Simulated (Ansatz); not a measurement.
`c1csc(-c2ccc(-c3ccc(-c4ccc(-c5cccs5)s4)s3)s2)c1`, relaxed as a singlet with RKS PBE-D4/def2-SVP in Ansatz, starting from the GFN2-xTB geometry. Force threshold 0.03 eV/Å.

Single mean-field runs in def2-SVP are fitted with def2-universal-jkfit.

Start:

```xyz
37

C     7.876   -0.375    3.368
C     7.681   -1.014    4.552
S     6.031   -1.420    4.810
C     5.585   -0.712    3.282
C     4.232   -0.708    2.838
C     3.121   -1.215    3.469
C     1.939   -1.035    2.746
C     2.125   -0.387    1.546
C     1.148   -0.047    0.574
C     1.319    0.596   -0.631
C     0.129    0.771   -1.341
C    -0.975    0.266   -0.693
C    -2.327    0.253   -1.129
C    -3.419   -0.294   -0.495
C    -4.608   -0.156   -1.215
C    -4.448    0.503   -2.413
C    -5.444    0.801   -3.391
C    -6.717    0.292   -3.483
C    -7.437    0.807   -4.576
C    -6.720    1.702   -5.305
S    -5.139    1.934   -4.677
S    -2.787    0.965   -2.650
S    -0.529   -0.442    0.835
S     3.805    0.009    1.309
C     6.686   -0.201    2.641
H     8.840   -0.041    3.027
H     8.406   -1.273    5.296
H     3.172   -1.700    4.428
H     0.970   -1.363    3.078
H     2.284    0.923   -0.978
H     0.064    1.246   -2.304
H    -3.347   -0.777    0.463
H    -5.559   -0.517   -0.869
H    -7.111   -0.437   -2.799
H    -8.447    0.521   -4.813
H    -7.022    2.242   -6.180
H     6.626    0.280    1.681
```

```json
{"step": "1", "energy (eV)": "-75032.1290", "largest force component (eV/Å)": "0.928", "SCF passes": "24"}
{"step": "2", "energy (eV)": "-75032.4544", "largest force component (eV/Å)": "0.223", "SCF passes": "21"}
{"step": "3", "energy (eV)": "-75032.4795", "largest force component (eV/Å)": "0.192", "SCF passes": "21"}
{"step": "4", "energy (eV)": "-75032.4812", "largest force component (eV/Å)": "0.145", "SCF passes": "20"}
{"step": "5", "energy (eV)": "-75032.4862", "largest force component (eV/Å)": "0.010", "SCF passes": "21"}
```

Force components are those of the run's own axes.

End:

```xyz
37

C     7.995   -0.372    3.402
C     7.794   -1.020    4.607
S     6.126   -1.415    4.850
C     5.666   -0.705    3.314
C     4.287   -0.712    2.886
C     3.164   -1.229    3.531
C     1.963   -1.056    2.805
C     2.140   -0.401    1.584
C     1.162   -0.056    0.586
C     1.332    0.607   -0.632
C     0.132    0.770   -1.361
C    -0.988    0.236   -0.719
C    -2.362    0.209   -1.148
C    -3.482   -0.310   -0.494
C    -4.686   -0.150   -1.219
C    -4.515    0.490   -2.447
C    -5.518    0.805   -3.440
C    -6.812    0.296   -3.552
C    -7.534    0.838   -4.651
C    -6.795    1.753   -5.379
S    -5.213    1.969   -4.713
S    -2.827    0.886   -2.697
S    -0.525   -0.479    0.814
S     3.832   -0.001    1.351
C     6.790   -0.191    2.667
H     8.982   -0.035    3.057
H     8.534   -1.291    5.369
H     3.221   -1.723    4.512
H     0.979   -1.399    3.155
H     2.313    0.963   -0.978
H     0.070    1.268   -2.338
H    -3.421   -0.784    0.495
H    -5.669   -0.473   -0.852
H    -7.211   -0.465   -2.868
H    -8.565    0.558   -4.908
H    -7.092    2.317   -6.272
H     6.735    0.301    1.686
```

By distances, no bond broke or formed. The bond that changes most is C2–H27, from 1.07 to 1.10 Å (atoms count from 1).

No frequencies were taken in this run, so the end may be a saddle point.

It took 38 s on 2 threads of AMD EPYC 7R13 on a shared host and a share (18 GiB) of an NVIDIA H100 80GB HBM3.
